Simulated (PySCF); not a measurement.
Positional isomers: propene methyl+boryl. Isolated molecules, 0 K electronic values unless said otherwise. One relaxed conformer stands for each flexible species; it need not be the lowest. Strings in code marks are SMILES.

Method: B3LYP-D3(BJ)/def2-TZVP // M06-2X/def2-TZVP run with PySCF 2.14.0. All candidates: neutral, multiplicity 1. B3LYP has the VWN-RPA correlation part, as in Gaussian. Excitations are Tamm–Dancoff values on a coarser integration grid. The basis has no diffuse functions, so Rydberg states are missing or too high.

| Item | Value |
|---|---|
| brightest of the four lowest singlets (TDA) | 5.89 eV |
| HOMO | -7.73 eV |
| S1 excitation (TDA) | 5.42 eV |

Problem. Which member has these values?
A. `B/C(C)=C/C`
B. `B/C=C\CC`
C. `BC=C(C)C`
D. `B/C=C/CC`

Solution. D, `B/C=C/CC`. The others give `B/C(C)=C/C`: 5.58 eV, -7.31 eV, 5.31 eV; `B/C=C\CC`: 5.67 eV, -7.68 eV, 5.08 eV; `BC=C(C)C`: 5.60 eV, -7.41 eV, 5.23 eV
